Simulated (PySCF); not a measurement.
Se(tBu)(OH), C4H10OSe, SMILES O[Se]C(C)(C)C, GFN2-xTB optimised geometry.

```
16

Se    -1.54    -0.05     0.00
C      0.48    -0.05     0.00
C      0.89    -1.51     0.02
C      0.96     0.65    -1.26
C      0.94     0.68     1.25
H      1.97    -1.59     0.06
H      0.54    -2.03    -0.87
H      0.47    -2.02     0.89
H      0.58     0.15    -2.15
H      0.64     1.68    -1.28
H      2.05     0.63    -1.30
H      0.52     1.69     1.27
H      0.62     0.15     2.14
H      2.02     0.76     1.26
O     -1.83     1.74     0.00
H     -2.05     2.03    -0.89
```

Density from PySCF 2.14.0 with CAM-B3LYP/def2-TZVP at that geometry.

Minimum of the electron density along straight lines between bonded atoms, close to the bond critical point (lines longer than 1.1 times the sum of covalent radii, or with two minima, are not listed):

```json
[
 {"bond": "Se1–C2", "length / Å": "2.021", "ρ at the minimum / e bohr⁻³": "0.138", "∇²ρ there / e bohr⁻⁵": "-0.14", "position (fraction from the first atom)": "0.53"},
 {"bond": "C2–C3", "length / Å": "1.521", "ρ at the minimum / e bohr⁻³": "0.252", "∇²ρ there / e bohr⁻⁵": "-0.64", "position (fraction from the first atom)": "0.51"},
 {"bond": "C2–C4", "length / Å": "1.520", "ρ at the minimum / e bohr⁻³": "0.253", "∇²ρ there / e bohr⁻⁵": "-0.65", "position (fraction from the first atom)": "0.51"},
 {"bond": "C2–C5", "length / Å": "1.519", "ρ at the minimum / e bohr⁻³": "0.254", "∇²ρ there / e bohr⁻⁵": "-0.65", "position (fraction from the first atom)": "0.51"},
 {"bond": "C3–H6", "length / Å": "1.089", "ρ at the minimum / e bohr⁻³": "0.278", "∇²ρ there / e bohr⁻⁵": "-0.96", "position (fraction from the first atom)": "0.64"},
 {"bond": "C3–H7", "length / Å": "1.089", "ρ at the minimum / e bohr⁻³": "0.280", "∇²ρ there / e bohr⁻⁵": "-0.97", "position (fraction from the first atom)": "0.64"},
 {"bond": "C3–H8", "length / Å": "1.090", "ρ at the minimum / e bohr⁻³": "0.280", "∇²ρ there / e bohr⁻⁵": "-0.96", "position (fraction from the first atom)": "0.64"},
 {"bond": "C4–H9", "length / Å": "1.089", "ρ at the minimum / e bohr⁻³": "0.280", "∇²ρ there / e bohr⁻⁵": "-0.97", "position (fraction from the first atom)": "0.64"},
 {"bond": "C4–H10", "length / Å": "1.089", "ρ at the minimum / e bohr⁻³": "0.280", "∇²ρ there / e bohr⁻⁵": "-0.97", "position (fraction from the first atom)": "0.64"},
 {"bond": "C4–H11", "length / Å": "1.089", "ρ at the minimum / e bohr⁻³": "0.278", "∇²ρ there / e bohr⁻⁵": "-0.95", "position (fraction from the first atom)": "0.64"},
 {"bond": "C5–H12", "length / Å": "1.088", "ρ at the minimum / e bohr⁻³": "0.282", "∇²ρ there / e bohr⁻⁵": "-0.98", "position (fraction from the first atom)": "0.64"},
 {"bond": "C5–H13", "length / Å": "1.088", "ρ at the minimum / e bohr⁻³": "0.281", "∇²ρ there / e bohr⁻⁵": "-0.97", "position (fraction from the first atom)": "0.64"},
 {"bond": "C5–H14", "length / Å": "1.089", "ρ at the minimum / e bohr⁻³": "0.278", "∇²ρ there / e bohr⁻⁵": "-0.95", "position (fraction from the first atom)": "0.64"},
 {"bond": "Se1–O15", "length / Å": "1.810", "ρ at the minimum / e bohr⁻³": "0.158", "∇²ρ there / e bohr⁻⁵": "0.18", "position (fraction from the first atom)": "0.47"},
 {"bond": "O15–H16", "length / Å": "0.961", "ρ at the minimum / e bohr⁻³": "0.361", "∇²ρ there / e bohr⁻⁵": "-2.46", "position (fraction from the first atom)": "0.81"}
]
```
